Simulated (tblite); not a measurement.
Species: stannane, SnH4.
Numbering: `[SnH4:1]` (hydrogens: H2, H3, H4, H5 on Sn1)

Calculated harmonic vibrations of the isolated species, GFN2-xTB (tblite), most abundant isotopes, no scaling. The method is semi-empirical: single wavenumbers can be off by several per cent or more. Modes of hydrogen on tin can be 10 to 20 % off.

Q: How many normal modes are there?

A: 5 atoms, non-linear: 3N − 6 = 9.

Q: What is the point group of the computed structure, and how do the modes divide by symmetry?

A: Td. The characters give 1 non-degenerate, 1 twofold and 2 threefold fundamentals, 1 of them totally symmetric.

Q: How many distinct wavenumbers does the calculation give?

A: 4, with degenerate components joined.

Q: How many fundamentals are allowed in the infrared by symmetry?

A: 2 of 4, those that transform like x, y or z.

Q: What zero-point energy do the modes add up to?

A: ½Σν̃ = 5527 cm⁻¹ = 66.1 kJ/mol (9 modes), 44.7 kJ/mol of it from above 1550 cm⁻¹.

Q: What thermal excitation has the softest real mode at 77 K?

A: θ = hcν̃/k = 970 K for 674.4 cm⁻¹, so N1/N0 = 3.4e-06 and ⟨v⟩ = 1/(exp(θ/T) − 1) = 3.4e-06, for each component of the degenerate mode taken as one oscillator.
